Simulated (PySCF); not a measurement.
Species: phenylsilane, C6H8Si.
Numbering: `[SiH3:1][c:2]1[cH:3][cH:4][cH:5][cH:6][cH:7]1` (hydrogens: H8, H9, H10 on Si1; H11 on C3; H12 on C4; H13 on C5; H14 on C6; H15 on C7)

The same species was optimised twice, with GFN2-xTB and with PBE0-D3(BJ)/def2-SVP (PySCF), and the same property calculations (PySCF, gas phase) were run on both structures.

```csv
coordinate,GFN2-xTB,PBE0-D3(BJ)/def2-SVP,change
C2–C7 (Å),1.393,1.404,+0.011
C3–C4 (Å),1.383,1.395,+0.012
C2–C3 (Å),1.392,1.402,+0.010
C6–C7 (Å),1.383,1.393,+0.010
C5–C6 (Å),1.385,1.395,+0.010
C4–C5 (Å),1.384,1.393,+0.009
Si1–C2 (Å),1.886,1.879,-0.007
Si1–C2–C3 (°),121.6,121.1,-0.5
C3–C2–C7 (°),117.9,118.2,+0.3
C2–C7–C6 (°),121.3,121.0,-0.3
C2–C3–C4 (°),121.3,121.0,-0.3
Si1–C2–C7 (°),120.6,120.8,+0.2
C4–C5–C6 (°),119.7,119.8,+0.1
C5–C6–C7 (°),120.0,120.0,0.0
C3–C4–C5 (°),120.0,120.0,0.0
```

Rotational constants: A = 5454, B = 1500, C = 1193 MHz (GFN2-xTB) against A = 5354, B = 1491, C = 1182 MHz (PBE0-D3(BJ)/def2-SVP). Point groups within 0.08 Å: Cs and Cs.

On the GFN2-xTB structure: HOMO (eV) -7.42 [PBE0/pcSseg-1]; LUMO (eV) -0.61 [PBE0/pcSseg-1]; dipole (D) 0.66 [PBE0/pcSseg-1]; GIAO shielding of Si1 (ppm) 417.8 [PBE0/pcSseg-1]; GIAO shielding of C2 (ppm) 51.9 [PBE0/pcSseg-1]; GIAO shielding of C3/C7 (mean) (ppm) 45.4 [PBE0/pcSseg-1]; GIAO shielding of C4/C6 (mean) (ppm) 53.7 [PBE0/pcSseg-1]; GIAO shielding of C5 (ppm) 51.7 [PBE0/pcSseg-1].

**Question.** What do these properties become on the PBE0-D3(BJ)/def2-SVP structure?

**Answer.** 
```csv
property,level,on GFN2-xTB,on PBE0-D3(BJ)/def2-SVP,change
HOMO (eV),PBE0/pcSseg-1,-7.42,-7.43,-0.01
LUMO (eV),PBE0/pcSseg-1,-0.61,-0.74,-0.13
dipole (D),PBE0/pcSseg-1,0.66,0.90,+0.24
"energy, GFN2-xTB geometry as zero (kcal/mol)",PBE0/pcSseg-1,0.0,-0.7,-0.7
GIAO shielding of Si1 (ppm),PBE0/pcSseg-1,417.8,415.7,-2.1
GIAO shielding of C2 (ppm),PBE0/pcSseg-1,51.9,50.7,-1.2
GIAO shielding of C3/C7 (mean) (ppm),PBE0/pcSseg-1,45.4,42.4,-3.0
GIAO shielding of C4/C6 (mean) (ppm),PBE0/pcSseg-1,53.7,50.8,-2.9
GIAO shielding of C5 (ppm),PBE0/pcSseg-1,51.7,49.0,-2.7
```

The heavy atoms differ by 0.010 Å rms after alignment. Among bonds between heavy atoms C2–C7 and C3–C4 change most and about equally (+0.011 to +0.012 Å). Changes are differences of the printed values. Neither structure is proved a minimum here.
